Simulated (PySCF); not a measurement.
# Fractional electron number in Ir⁻ (iridium, charge -1)

The 5d beta orbital of [Xe] 4f14 5d8 6s2 is emptied in steps (occupation f), with all orbitals relaxed, ending at [Xe] 4f14 5d7 6s2. Computed with PySCF 2.14 in def2-TZVPPD with the def2 core potential (60 electrons) (6s5p3d2f1g, 59 functions), with scalar relativity through the core potential. The exact energy is a straight line in f; departures are measured from the line between the end points of the same method.

```tsv
f	UHF (eV)	LDA (eV)	PBE (eV)
1	0.000	0.000	0.000
0.75	0.428	-0.770	-0.749
0.5	0.543	-1.031	-1.007
0.25	0.387	-0.772	-0.760
0	0.000	0.000	0.000
```

| method | E(f=0) − E(f=1) (eV) | −ε at f=1 (eV) | −ε at f=0.5 (eV) |
| --- | --- | --- | --- |
| UHF | 0.068 | 2.462 | -0.040 |
| LDA | 2.116 | -1.961 | 2.107 |
| PBE | 1.941 | -2.021 | 1.911 |

Orbital energy along the path (eV):

```tsv
f	UHF	LDA	PBE
1	-2.462	1.961	2.021
0.75	-1.125	-0.044	0.081
0.5	0.040	-2.107	-1.911
0.25	1.043	-4.205	-3.950
0	1.897	-6.145	-6.009
```

At f = 1 the orbital energy is positive for LDA, PBE: only the finite basis holds the electron.

Reference removal energy between the ground levels: 1.564 eV (measured; photodetachment measurements, as compiled on the Wikipedia data page of electron affinities). The calculation has no spin-orbit coupling. The determinant left behind need not be the lowest term of the ion. UHF lacks correlation.
